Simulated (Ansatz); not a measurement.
Two isomers of CH7BOSi: A = `COB[SiH3]`, B = `C[SiH2]BO`.

Isolated molecules relaxed with PBE0-D4/def2-TZVP in Ansatz; ΔE leaves out vibrations. CBS: MP2 limit from def2 TZ/QZ plus the TZ coupled-cluster correction, frozen cores. DFT in def2-TZVPP. B3LYP here is the variant with VWN-RPA as its local correlation; programs differ in this. One conformer a species, not always the lowest.

(1) Which is lower in electronic energy at CCSD(T)/CBS, and by how much? (Best estimate.)

(2) Give E(B) − E(A) in kJ/mol with B3LYP, B2PLYP, ωB97M-V, HF/def2-TZVPP, CCSD(T)/def2-SVP, LDA (SPW92), CCSD/def2-TZVPP. (Estimate.)

(3) Does the order hold for the free energy at 298.15 K (harmonic terms from PBE0-D4)? (Best estimate.)

Largest T1 diagnostic: 0.014.

## Answers

(1) Computed: B, by 85.7 kJ/mol.

(2) The calculation gave: B3LYP -76.4, B2PLYP -80.4, ωB97M-V -85.2, HF/def2-TZVPP -73.0, CCSD(T)/def2-SVP -69.7, LDA (SPW92) -79.6, CCSD/def2-TZVPP -82.2. None reverses the order clearly.

(3) Computed: Yes: G(B) − G(A) = -82.4 kJ/mol, for one conformer each.

From BLYP to BHLYP (50 % exact exchange), in def2-TZVPP and without D4, E(B) − E(A) moves by −4.4 kJ/mol. In def2-TZVPP, CCSD(T) changes the Hartree–Fock value by −9.3 kJ/mol (the triples alone add −0.1 kJ/mol) and MP2 by −16.5 kJ/mol.
